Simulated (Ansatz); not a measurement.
Reaction (ligand exchange at the Si–S bond): `O[SiH2]S[SiH](F)F` + `[OH][GeH3]` → `F[SiH](F)[O][GeH3]` + `O[SiH2]S`

Computed with Ansatz on PBE0-D4/def2-TZVP structures; ΔE is electronic, products minus reactants. CBS: MP2 limit from def2 TZ/QZ plus the TZ coupled-cluster correction, frozen cores. DFT in def2-TZVPP. B3LYP here is the variant with VWN-RPA as its local correlation; programs differ in this. For Ge outer-core shells are correlated without core-valence functions, which leaves a few kJ/mol of doubt a bond. Scalar relativity is left out up to krypton. One conformer a species, not always the lowest.

`O[SiH2]S[SiH](F)F`:

Cartesian coordinates in Å:
```
O -0.829 1.532 -1.346
Si 0.561 1.207 -0.544
S 0.221 0.404 1.419
Si -0.212 -1.570 0.829
F 1.104 -2.451 0.804
F -1.160 -2.207 1.927
H -1.475 2.103 -0.925
H 1.276 0.227 -1.388
H 1.365 2.423 -0.284
H -0.851 -1.668 -0.493
```

`[OH][GeH3]`:

Z-matrix (Å, degrees):
```
Ge
O 1 1.783
H 1 1.531 2 104.3
H 1 1.541 2 109.9 3 119.6
H 1 1.541 2 109.9 3 -119.6
H 2 0.959 1 112.7 3 180.0
```

`F[SiH](F)[O][GeH3]`:

```xyz
9

F     1.323   -1.365   -1.415
Si    1.258    0.134   -0.901
F     2.311    0.226    0.283
O    -0.211    0.494   -0.384
Ge   -1.368   -0.038    0.871
H     1.668    1.033   -1.983
H    -2.737   -0.037    0.186
H    -0.957   -1.440    1.341
H    -1.288    0.992    2.003
```

`O[SiH2]S`:

Z-matrix (Å, degrees):
```
Si
S 1 2.133
O 1 1.642 2 113.5
H 1 1.478 2 111.7 3 117.8
H 1 1.484 2 102.9 3 -122.0
H 2 1.344 1 94.6 3 -65.2
H 3 0.959 1 117.2 2 -51.2
```

```
             level  ΔE (kJ/mol)  difference from CCSD(T)/CBS
            PBE-D4        -59.7                         18.5
         r2SCAN-D4        -72.6                          5.6
           PBE0-D4        -66.7                         11.5
          B3LYP-D4        -78.7                         -0.5
           ωB97X-V        -77.1                          1.1
           ωB97M-V        -76.8                          1.4
            B2PLYP        -83.0                         -4.8
               PBE        -62.5                         15.7
            r2SCAN        -73.3                          4.9
              PBE0        -69.3                          8.9
             B3LYP        -83.4                         -5.2
     HF/def2-TZVPP       -104.1                        -25.9
    MP2/def2-TZVPP        -78.3                         -0.1
SCS-MP2/def2-TZVPP        -84.4                         -6.2
   CCSD/def2-TZVPP        -87.1                         -8.9
CCSD(T)/def2-TZVPP        -82.5                         -4.3
     HF/def2-QZVPP       -105.9                        -27.7
    MP2/def2-QZVPP        -76.4                          1.8
SCS-MP2/def2-QZVPP        -82.5                         -4.3
      HF/CBS(def2)       -106.1                        -27.9
     MP2/CBS(def2)        -74.0                          4.2
    CCSD/CBS(def2)        -82.8                         -4.6
       CCSD(T)/CBS        -78.2                            0
```

Largest T1 diagnostic among the species: 0.012.

The D4 term adds +4.7 kJ/mol with B3LYP and +2.5 kJ/mol with PBE0; it sums over pairs of atoms, weighted by their polarisabilities, and B3LYP, whose exchange is more repulsive, gets the larger term. In def2-TZVPP, CCSD(T) changes the Hartree–Fock value by +21.5 kJ/mol (the triples alone add +4.6 kJ/mol) and MP2 by +25.8 kJ/mol. From PBE to PBE0 (25 % exact exchange), in def2-TZVPP and without D4, ΔE moves by −6.7 kJ/mol.

CCSD(T)/CBS has its own doubt, a few kJ/mol and more with outer-core shells, so smaller differences from it don't rank the levels.
